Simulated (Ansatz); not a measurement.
Consider the redistribution: `S[SiH2]BCl` + `C[SiH2]S[SiH2]F` → `CB[SiH2]S` + `F[SiH2]S[SiH2]Cl`.

Computed with Ansatz on PBE0-D4/def2-TZVP structures; ΔE is electronic, products minus reactants. CCSD(T)/CBS adds triple-zeta CCSD(T) − MP2 to the extrapolated MP2 energy (def2 sets, frozen cores). One conformer a species, not always the lowest.

`S[SiH2]BCl`:

Z-matrix (Å, degrees):
```
Si
B 1 2.008
S 1 2.153 2 102.6
H 1 1.487 2 114.0 3 -121.0
H 1 1.485 2 113.9 3 112.0
Cl 2 1.743 1 119.0 3 84.6
H 2 1.193 1 124.2 3 -89.4
H 3 1.344 1 94.3 2 -59.0
```

`C[SiH2]S[SiH2]F`:

Cartesian coordinates in Å:
```
C -0.469 1.773 0.516
Si 0.794 0.849 -0.489
S 1.460 -0.933 0.525
Si -0.141 -2.207 0.011
F -1.522 -1.678 0.628
H -0.774 2.686 -0.003
H -1.353 1.153 0.679
H -0.060 2.049 1.490
H 2.025 1.653 -0.693
H 0.235 0.451 -1.808
H -0.343 -2.264 -1.454
H 0.150 -3.533 0.597
```

`CB[SiH2]S`:

Z-matrix (Å, degrees):
```
C
B 1 1.547
H 1 1.092 2 114.7
H 1 1.106 2 102.9 3 -113.9
H 1 1.091 2 116.2 3 130.8
Si 2 2.016 1 124.3 3 -153.4
H 2 1.201 1 119.2 3 30.3
S 6 2.149 2 108.6 1 1.6
H 6 1.492 2 110.1 1 122.4
H 6 1.492 2 111.0 1 -119.7
H 8 1.343 6 95.9 2 179.7
```

`F[SiH2]S[SiH2]Cl`:

Z-matrix (Å, degrees):
```
Si
S 1 2.123
F 1 1.596 2 110.7
H 1 1.477 2 107.2 3 117.5
H 1 1.479 2 110.5 3 -118.7
Si 2 2.128 1 97.6 3 84.9
Cl 6 2.050 2 111.7 1 83.0
H 6 1.479 2 110.4 1 -36.4
H 6 1.477 2 106.9 1 -158.8
```

| species | CCSD(T)/CBS(def2) energy (Eh) |
| --- | --- |
| `S[SiH2]BCl` | -1173.87376 |
| `C[SiH2]S[SiH2]F` | -1118.12196 |
| `CB[SiH2]S` | -753.91845 |
| `F[SiH2]S[SiH2]Cl` | -1538.07807 |

Work out ΔE.

ΔE = (-753.91845) + (-1538.07807) − (-1173.87376) − (-1118.12196) = -0.00080 Eh = -0.5 kcal/mol.

Largest T1 diagnostic among the species: 0.013.

In def2-TZVPP, CCSD(T) changes the Hartree–Fock value by +2.8 kcal/mol (the triples alone add +0.7 kcal/mol) and MP2 by +2.6 kcal/mol. From PBE to PBE0 (25 % exact exchange), in def2-TZVPP and without D4, ΔE moves by −1.0 kcal/mol.
